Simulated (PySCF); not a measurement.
BH4OSi, CH8B2Si, B2H7NSi, BFH4Si and others (calculated)

All values are calculated (PySCF 2.14.0). Calculation on a computer-drawn molecule: the log of a Hartree-Fock and frozen-core CCSD(T) single point meant for a local Hartree-Fock minimum, with one planted fault or none, to be diagnosed. Offsets are logged minus clean, where the clean run is the same molecule without the fault. The reference is restricted for singlets and unrestricted otherwise, and also for a bond in bohr or an excited solution. Adding or removing an electron swaps singlet and doublet. The excited solution moves the top pair (singlet) or top alpha electron (doublet) to the lowest empty orbital. Highest occupied and lowest empty are orbital energies over both spins, largest force is the largest gradient component, triples share is (T) over the correlation energy, the T1 limit is 0.02 restricted and 0.045 unrestricted, electrons count all cores, a negative frequency is imaginary (commonest isotopes), and the dipole is about the centre of nuclear charge.

Common to all runs: meant multiplicity 1; logged SCF converged yes; logged CC converged yes; logged SCF stable within its kind yes; possible faults no fault, one electron removed, one electron added, multiplicity raised by two, geometry at a saddle point, SCF held on an excited solution, minimal basis STO-3G, one bond length entered in bohr, all coordinates scaled.

```json
{"entry": 1, "formula": "BH4OSi", "logged_structure": {"atoms_angstrom": [["B", -1.807, 0.7014, 0.2434], ["Si", 0.0299, 0.8596, -0.0462], ["O", 1.2685, 0.7922, 1.1287], ["H", -2.2768, 0.5295, 1.3491], ["H", -2.5514, 0.7732, -0.7089], ["H", 0.7845, 1.0704, -1.308], ["H", 0.9237, 0.6589, 1.9952]]}, "given": {"meant_charge": -1, "meant_basis": "aug-cc-pV(D+d)Z", "logged_electrons": 32, "logged_basis_functions": 114, "logged_spin_squared": 0.0, "logged_highest_occupied [eV]": -1.0841, "logged_lowest_empty [eV]": 3.86, "logged_largest_force [hartree/bohr]": 4.7869e-06, "logged_lowest_frequency [cm^-1]": 125.04, "logged_T1_diagnostic": 0.017814, "logged_D1_diagnostic": 0.051574, "logged_triples_share": 0.036165, "logged_dipole_magnitude [debye]": 4.2038, "logged_energy_HF [hartree]": -390.81216, "logged_energy_CCSD(T) [hartree]": -391.28671, "drawn_bonds_atom": [1, 2, 1, 1, 2, 3], "drawn_bonds_other_atom": [2, 3, 4, 5, 6, 7], "drawn_bonds_order": [1, 1, 1, 1, 1, 1]}, "results": {"planted_fault": "no fault", "HF_energy_offset_from_clean_run [kcal/mol]": 0.0, "CCSD(T)_energy_offset_from_clean_run [kcal/mol]": 0.0}}
{"entry": 2, "formula": "CH8B2Si", "logged_structure": {"atoms_angstrom": [["B", -0.4372, 3.1721, -0.6104], ["Si", 0.4758, 1.3762, -0.2761], ["B", -0.3911, 0.5384, 1.3866], ["C", -1.428, -0.6461, 1.3456], ["H", -1.4146, 3.2586, -1.3029], ["H", -0.046, 4.1773, -0.0832], ["H", 1.9328, 1.5747, -0.0397], ["H", 0.3307, 0.4869, -1.4622], ["H", -0.064, 0.9659, 2.465], ["H", -0.8386, -1.5503, 1.5687], ["H", -1.9106, -0.8126, 0.3809], ["H", -2.1866, -0.5811, 2.1306]]}, "given": {"meant_charge": 0, "meant_basis": "cc-pV(D+d)Z", "logged_electrons": 38, "logged_basis_functions": 105, "logged_spin_squared": 2.0483, "logged_highest_occupied [eV]": -7.3739, "logged_lowest_empty [eV]": -1.3796, "logged_largest_force [hartree/bohr]": 0.049368, "logged_T1_diagnostic": 0.03282, "logged_D1_diagnostic": 0.14787, "logged_triples_share": 0.030228, "logged_dipole_magnitude [debye]": 3.0348, "logged_energy_HF [hartree]": -380.6676, "logged_energy_CCSD(T) [hartree]": -381.15712, "drawn_bonds_atom": [1, 2, 3, 1, 1, 2, 2, 3, 4, 4, 4], "drawn_bonds_other_atom": [2, 3, 4, 5, 6, 7, 8, 9, 10, 11, 12], "drawn_bonds_order": [1, 1, 1, 1, 1, 1, 1, 1, 1, 1, 1]}, "results": {"planted_fault": "multiplicity raised by two", "HF_energy_offset_from_clean_run [kcal/mol]": 70.24, "CCSD(T)_energy_offset_from_clean_run [kcal/mol]": 73.5}}
{"entry": 3, "formula": "CH8B2Si", "logged_structure": {"atoms_angstrom": [["B", -0.4372, 3.1721, -0.6104], ["Si", 0.4758, 1.3762, -0.2761], ["B", -0.3911, 0.5384, 1.3866], ["C", -1.428, -0.6461, 1.3456], ["H", -1.4146, 3.2586, -1.3029], ["H", -0.046, 4.1773, -0.0832], ["H", 1.9328, 1.5747, -0.0397], ["H", 0.3307, 0.4869, -1.4622], ["H", -0.064, 0.9659, 2.465], ["H", -0.8386, -1.5503, 1.5687], ["H", -1.9106, -0.8126, 0.3809], ["H", -2.1866, -0.5811, 2.1306]]}, "given": {"meant_charge": 0, "meant_basis": "cc-pV(D+d)Z", "logged_electrons": 39, "logged_basis_functions": 105, "logged_spin_squared": 0.7825, "logged_highest_occupied [eV]": -0.64793, "logged_lowest_empty [eV]": 6.7638, "logged_largest_force [hartree/bohr]": 0.020007, "logged_T1_diagnostic": 0.027775, "logged_D1_diagnostic": 0.16582, "logged_triples_share": 0.030235, "logged_dipole_magnitude [debye]": 6.2771, "logged_energy_HF [hartree]": -380.76951, "logged_energy_CCSD(T) [hartree]": -381.2907, "drawn_bonds_atom": [1, 2, 3, 1, 1, 2, 2, 3, 4, 4, 4], "drawn_bonds_other_atom": [2, 3, 4, 5, 6, 7, 8, 9, 10, 11, 12], "drawn_bonds_order": [1, 1, 1, 1, 1, 1, 1, 1, 1, 1, 1]}, "results": {"planted_fault": "one electron added", "HF_energy_offset_from_clean_run [kcal/mol]": 6.291, "CCSD(T)_energy_offset_from_clean_run [kcal/mol]": -10.32}}
{"entry": 4, "formula": "B2H7NSi", "logged_structure": {"atoms_angstrom": [["B", -0.2653, -1.1707, -0.5535], ["Si", 1.1737, 0.273, -0.5828], ["B", 2.3619, 0.0841, 1.0795], ["N", 3.7162, -0.2039, 0.9774], ["H", -1.2634, -1.0338, 0.1012], ["H", -0.1376, -2.2104, -1.1423], ["H", 0.5357, 1.6202, -0.5808], ["H", 1.9974, 0.1814, -1.8246], ["H", 1.9028, 0.2145, 2.1856], ["H", 4.3134, -0.296, 1.774], ["H", 4.1922, -0.3249, 0.1074]]}, "given": {"meant_charge": 0, "meant_basis": "cc-pV(D+d)Z", "logged_electrons": 37, "logged_basis_functions": 100, "logged_spin_squared": 0.7995, "logged_highest_occupied [eV]": -16.411, "logged_lowest_empty [eV]": -7.668, "logged_largest_force [hartree/bohr]": 0.075073, "logged_T1_diagnostic": 0.028104, "logged_D1_diagnostic": 0.1454, "logged_triples_share": 0.029623, "logged_dipole_magnitude [debye]": 1.2622, "logged_energy_HF [hartree]": -396.50396, "logged_energy_CCSD(T) [hartree]": -396.99969, "drawn_bonds_atom": [1, 2, 3, 1, 1, 2, 2, 3, 4, 4], "drawn_bonds_other_atom": [2, 3, 4, 5, 6, 7, 8, 9, 10, 11], "drawn_bonds_order": [1, 1, 1, 1, 1, 1, 1, 1, 1, 1]}, "results": {"planted_fault": "one electron removed", "HF_energy_offset_from_clean_run [kcal/mol]": 206.3, "CCSD(T)_energy_offset_from_clean_run [kcal/mol]": 219.4}}
{"entry": 5, "formula": "B2H7NSi", "logged_structure": {"atoms_angstrom": [["B", -0.2908, -1.2831, -0.6066], ["Si", 1.2864, 0.2992, -0.6388], ["B", 2.5886, 0.0921, 1.1831], ["N", 4.0729, -0.2235, 1.0713], ["H", -1.3846, -1.1331, 0.111], ["H", -0.1509, -2.4226, -1.252], ["H", 0.5872, 1.7757, -0.6365], ["H", 2.1892, 0.1988, -1.9997], ["H", 2.0855, 0.2351, 2.3955], ["H", 4.7275, -0.3244, 1.9443], ["H", 4.5946, -0.3561, 0.1177]]}, "given": {"meant_charge": 0, "meant_basis": "cc-pV(D+d)Z", "logged_electrons": 38, "logged_basis_functions": 100, "logged_spin_squared": 0.0, "logged_highest_occupied [eV]": -9.988, "logged_lowest_empty [eV]": 1.3144, "logged_largest_force [hartree/bohr]": 0.062576, "logged_T1_diagnostic": 0.018043, "logged_D1_diagnostic": 0.067498, "logged_triples_share": 0.030682, "logged_dipole_magnitude [debye]": 1.9578, "logged_energy_HF [hartree]": -396.76132, "logged_energy_CCSD(T) [hartree]": -397.29165, "drawn_bonds_atom": [1, 2, 3, 1, 1, 2, 2, 3, 4, 4], "drawn_bonds_other_atom": [2, 3, 4, 5, 6, 7, 8, 9, 10, 11], "drawn_bonds_order": [1, 1, 1, 1, 1, 1, 1, 1, 1, 1]}, "results": {"planted_fault": "all coordinates scaled, by +9.6 %", "HF_energy_offset_from_clean_run [kcal/mol]": 44.8, "CCSD(T)_energy_offset_from_clean_run [kcal/mol]": 36.15}}
{"entry": 6, "formula": "BFH4Si", "logged_structure": {"atoms_angstrom": [["B", -1.7846, -0.2147, -0.5862], ["Si", 0.2011, -0.6121, -0.5036], ["F", 1.0546, -2.6061, -2.6735], ["H", -2.2582, 0.5516, 0.2068], ["H", -2.5158, -0.7109, -1.3947], ["H", 0.5657, -1.2116, 0.7986], ["H", 0.9944, 0.6186, -0.7144]]}, "given": {"meant_charge": 0, "meant_basis": "cc-pV(D+d)Z", "logged_electrons": 32, "logged_basis_functions": 71, "logged_spin_squared": 0.9276, "logged_highest_occupied [eV]": -8.8707, "logged_lowest_empty [eV]": 1.1133, "logged_largest_force [hartree/bohr]": 0.0047681, "logged_T1_diagnostic": 0.053799, "logged_D1_diagnostic": 0.30714, "logged_triples_share": 0.021666, "logged_dipole_magnitude [debye]": 0.88857, "logged_energy_HF [hartree]": -415.24829, "logged_energy_CCSD(T) [hartree]": -415.63115, "drawn_bonds_atom": [1, 2, 1, 1, 2, 2], "drawn_bonds_other_atom": [2, 3, 4, 5, 6, 7], "drawn_bonds_order": [1, 1, 1, 1, 1, 1]}, "results": {"planted_fault": "one bond length entered in bohr, row 2 of the drawn bonds", "HF_energy_offset_from_clean_run [kcal/mol]": 102.2, "CCSD(T)_energy_offset_from_clean_run [kcal/mol]": 121.5}, "notes": ["T1 above single-reference limit"]}
{"entry": 7, "formula": "BFH4Si", "logged_structure": {"atoms_angstrom": [["B", -1.7846, -0.2147, -0.5862], ["Si", 0.2011, -0.6121, -0.5036], ["F", 0.6528, -1.6673, -1.6519], ["H", -2.2582, 0.5516, 0.2068], ["H", -2.5158, -0.7109, -1.3947], ["H", 0.5657, -1.2116, 0.7986], ["H", 0.9944, 0.6186, -0.7144]]}, "given": {"meant_charge": 0, "meant_basis": "cc-pV(D+d)Z", "logged_electrons": 33, "logged_basis_functions": 71, "logged_spin_squared": 0.7601, "logged_highest_occupied [eV]": -0.74903, "logged_lowest_empty [eV]": 8.8502, "logged_largest_force [hartree/bohr]": 0.061178, "logged_T1_diagnostic": 0.011121, "logged_D1_diagnostic": 0.024291, "logged_triples_share": 0.019101, "logged_dipole_magnitude [debye]": 5.0984, "logged_energy_HF [hartree]": -415.40355, "logged_energy_CCSD(T) [hartree]": -415.83483, "drawn_bonds_atom": [1, 2, 1, 1, 2, 2], "drawn_bonds_other_atom": [2, 3, 4, 5, 6, 7], "drawn_bonds_order": [1, 1, 1, 1, 1, 1]}, "results": {"planted_fault": "one electron added", "HF_energy_offset_from_clean_run [kcal/mol]": 4.748, "CCSD(T)_energy_offset_from_clean_run [kcal/mol]": -6.283}}
{"entry": 8, "formula": "CH7BOSi", "logged_structure": {"atoms_angstrom": [["B", 0.8248, -0.5928, 1.6813], ["Si", -0.4824, -1.0584, 0.2026], ["O", -1.1213, 0.3133, -0.461], ["C", -2.8871, 0.4103, -2.43], ["H", 1.3827, -1.4764, 2.2741], ["H", 1.0736, 0.5357, 1.9993], ["H", 0.2021, -1.8549, -0.8531], ["H", -1.5775, -1.9136, 0.7386], ["H", -3.11, 1.4556, -2.6402], ["H", -3.8186, -0.095, -2.1572], ["H", -2.4955, -0.0511, -3.3416]]}, "given": {"meant_charge": 0, "meant_basis": "cc-pV(D+d)Z", "logged_electrons": 40, "logged_basis_functions": 100, "logged_spin_squared": 0.9715, "logged_highest_occupied [eV]": -11.149, "logged_lowest_empty [eV]": 1.0966, "logged_largest_force [hartree/bohr]": 0.036503, "logged_T1_diagnostic": 0.026345, "logged_D1_diagnostic": 0.15767, "logged_triples_share": 0.023009, "logged_dipole_magnitude [debye]": 1.0231, "logged_energy_HF [hartree]": -430.31381, "logged_energy_CCSD(T) [hartree]": -430.85118, "drawn_bonds_atom": [1, 2, 3, 1, 1, 2, 2, 4, 4, 4], "drawn_bonds_other_atom": [2, 3, 4, 5, 6, 7, 8, 9, 10, 11], "drawn_bonds_order": [1, 1, 1, 1, 1, 1, 1, 1, 1, 1]}, "results": {"planted_fault": "one bond length entered in bohr, row 3 of the drawn bonds", "HF_energy_offset_from_clean_run [kcal/mol]": 68.24, "CCSD(T)_energy_offset_from_clean_run [kcal/mol]": 94.18}}
```
